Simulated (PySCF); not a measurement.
# How methods differ on the excitation energy of Fe

Fe [Ar] 3d6 4s2 (5D) → Fe [Ar] 3d6 4s1 5s1 (7D), as a difference of total energies. Computed with PySCF 2.14 in dyall-av2z, with no relativity, point nucleus. Correlated levels: valence: [Ar] frozen; virtual orbitals above 40 to 60 times the deepest correlated orbital energy dropped. The calculations carry no spin-orbit coupling.

```json
{"method": "UHF", "excitation energy (eV)": "3.960"}
{"method": "LDA", "excitation energy (eV)": "5.344"}
{"method": "PBE", "excitation energy (eV)": "5.046"}
{"method": "PBE0", "excitation energy (eV)": "4.896"}
{"method": "r2SCAN0", "excitation energy (eV)": "4.894"}
{"method": "revPBE", "excitation energy (eV)": "4.946"}
{"method": "PBEsol", "excitation energy (eV)": "5.034"}
{"method": "MP2 (valence)", "excitation energy (eV)": "4.887"}
{"method": "SCS-MP2 (valence)", "excitation energy (eV)": "5.101"}
```

How much does correlation contribute at MP2 (valence)?

4.887 − (3.960) = 0.927 eV, measured against UHF.

The promoted electron is Rydberg-like, and one or two diffuse shells describe it only roughly, which tends to raise the upper state.
